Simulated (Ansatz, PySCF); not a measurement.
Species: C2HF4 (charge 0, doublet). It need not be the lowest isomer of its formula. 
Structure (B3LYP-D3(BJ)/def2-TZVP (Ansatz, an electronic-structure program) minimum search):
```
C
F 1 1.3438
F 1 1.3439 2 108.66
F 1 1.3540 2 106.64 3 115.73
C 1 1.4864 2 112.03 4 123.61
F 5 1.3270 1 115.84 2 -55.85
H 5 1.0801 6 116.75 1 155.98
```
Charge 0, spin multiplicity 2.

Total electronic energies in hartree. Correlated levels leave the core frozen unless marked. UHF or UKS for open shells. Spin-orbit coupling is left out. No relativistic terms. CBS marks a two-point X^-3 extrapolation of the correlation energy; Hartree-Fock from the larger set. [CCSD(T)-MP2]/basis is that difference in the basis named.

```csv
level,program,energy (Eh)
HF/def2-TZVPD,PySCF,-474.23460
BLYP-D4/def2-TZVPD,Ansatz + dftd4,-476.29034
revPBE-D3(BJ)/def2-TZVPD,Ansatz + dftd3,-476.18802
B97M-V/def2-TZVPD,Ansatz,-476.18908
B3LYP-D3(BJ)/def2-TZVPD,Ansatz + dftd3,…
PBE0-D3(BJ)/def2-TZVP,Ansatz + dftd3,…
PBE0/def2-QZVPP,Ansatz,-475.89045
r2SCANh-D4/def2-TZVPD,Ansatz + dftd4,…
CAM-B3LYP-D4/def2-TZVPD,Ansatz + dftd4,-476.21442
CAM-B3LYP/def2-TZVPD,Ansatz,-476.21124
LC-wPBE/def2-TZVPD,Ansatz,-476.07217
wB97M-V/def2-TZVPD,Ansatz,-476.21590
SCS-MP2/cc-pVDZ,Ansatz,-474.98667
CCSD/6-31G,Ansatz,-474.51378
"RI-MP2/CBS(cc-pVTZ,cc-pVQZ)+[CCSD(T)-MP2]/cc-pVTZ",Ansatz,-475.7832
```

Problem. Fill in the missing entries.

Solution. 
- B3LYP-D3(BJ)/def2-TZVPD, energy (Eh): -476.33885
- PBE0-D3(BJ)/def2-TZVP, energy (Eh): -475.86886
- r2SCANh-D4/def2-TZVPD, energy (Eh): -476.10945
